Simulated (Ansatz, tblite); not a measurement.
Cost and result up the ladder for SbH2(SMe) (CH5SSb) (8 atoms). Total charge 0; singlet. Geometry: PBE-D4/def2-TZVP.

Cartesian coordinates in Å:
```
Sb 0.6983 0.6969 1.5423
H 1.2867 -0.5966 2.5291
H 2.3148 1.2737 1.3448
S 0.7087 -0.5791 -0.5441
C -0.9970 -0.2375 -1.1116
H -1.7452 -0.6453 -0.4209
H -1.0979 -0.7476 -2.0786
H -1.1685 0.8354 -1.2611
```

Ansatz on 4 threads of Arm Neoverse V1 on a shared host; xTB runs through tblite on one thread. Times are rough, summed over both states, and most runs start from the orbitals of an earlier one. PBE0-D4/def2-TZVP serves as the yardstick here, not as an exact answer. The other state is a doublet.

In the def2 sets Sb takes a core potential; there is no spin–orbit coupling. The xTB rows come from tblite.

Raw xTB energies of ions are shifted by several eV.

```
                            level  functions  vertical IE (eV)  difference from PBE0-D4/def2-TZVP (eV)
                         GFN1-xTB         32             14.46                                    5.77
                 PBE-D4/def2-TZVP        148              8.60                                   -0.10
                         GFN2-xTB         27             13.12                                    4.42
r2SCAN-D4/def2-TZVP (with forces)        148              8.63                                   -0.06
                PBE0-D4/def2-TZVP        148              8.70                                    0.00
```

Question: Estimate how long each takes.

Answer: GFN2-xTB 0.007 s; GFN1-xTB 0.008 s; PBE-D4/def2-TZVP 3.8 s; PBE0-D4/def2-TZVP 4.8 s; r2SCAN-D4/def2-TZVP (with forces) 9 s. On shared hardware such times vary by a factor of up to 3.
